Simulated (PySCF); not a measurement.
An unknown is described by computed data only.

Formula: C3H8N2O2Si.

| Property | Result |
| --- | --- |
| 1H NMR | chemical shifts (computed TMS as zero) by class: 4.76 (1 H), 4.69 (1 H), 4.58 (1 H), 3.91 (3 H), 0.58 (2 H) ppm [GIAO PBE0/pcSseg-1] |
| UV, first state | lowest singlet excitation: 7.04 eV (176 nm, f = 0.044) [TDDFT PBE0/def2-SVPD] |
| Dipole | 3.77 D [PBE0/def2-SVPD] |
| Rotational structure | rotational constants A, B, C: 2.666, 1.023, 0.835 GHz [GFN2-xTB] |
| 13C NMR | chemical shifts (computed TMS as zero) by class: 121.9 (1 C), 52.1 (1 C), 50.1 (1 C) ppm [GIAO PBE0/pcSseg-1] |
| NMR, other nuclei | isotropic shieldings of nuclei other than C and H, by class: -41 (1 N), 240 (1 N), 297 (1 O), 306 (1 O), 395 (1 Si) ppm [GIAO PBE0/pcSseg-1] |

Electronic properties: PySCF, gas phase, density fitting. Levels stand in brackets. NMR shifts are as computed; neighbouring signals can stand in another order in a measured spectrum. The structure is a single GFN2-xTB conformer in the gas phase; no vibrational or solvent corrections. NMR values are class means; diastereotopic atoms form classes of their own.

Q: Give a SMILES that accounts for the data.

A: Numbering: `[CH3:1][O:2][Si@@H:3]([NH2:4])[O:5][CH2:6][C:7]#[N:8]`. Its formula, C3H8N2O2Si, gives 2 degrees of unsaturation: 0 rings and 2 π bonds in the structure found. 3 carbons fall into 3 classes; from least to most shielded: nitrile carbon [C7] (121.9 ppm), methoxy carbon [C1] (52.1 ppm), sp3 carbon bound to oxygen [C6] (50.1 ppm). Hydrogen classes from least to most shielded: 1 H on an sp3 carbon bound to oxygen, C6 (4.76 ppm), 1 H on an oxygen-bound silicon, Si3 (4.69 ppm), 1 H on an sp3 carbon bound to oxygen, C6 (4.58 ppm), 3 H on a methoxy carbon, C1 (3.91 ppm), 2 H on a silicon-bound nitrogen, N4 (0.58 ppm). The other shieldings belong to: -41 ppm, nitrile nitrogen [N8]; 240 ppm, silicon-bound nitrogen [N4]; 297 ppm, silyl ether oxygen [O2]; 306 ppm, silyl ether oxygen [O5]; 395 ppm, oxygen-bound silicon [Si3]. The optimised geometry has point group C1 and is an asymmetric top. Structure: `CO[Si@@H](N)OCC#N`. The assignments are read from this structure; whether some other isomer fits the data as well wasn't checked. The mirror image fits equally.

The values belong to the conformer `[CH3:1][O:2][Si@@H:3]([NH2:4])[O:5][CH2:6][C:7]#[N:8]`: C1–O2–Si3–N4 -172°, O2–Si3–O5–C6 -177°, Si3–O5–C6–C7 -86°, H–N4–Si3–O2 62°, H–N4–Si3–O2 -71°.
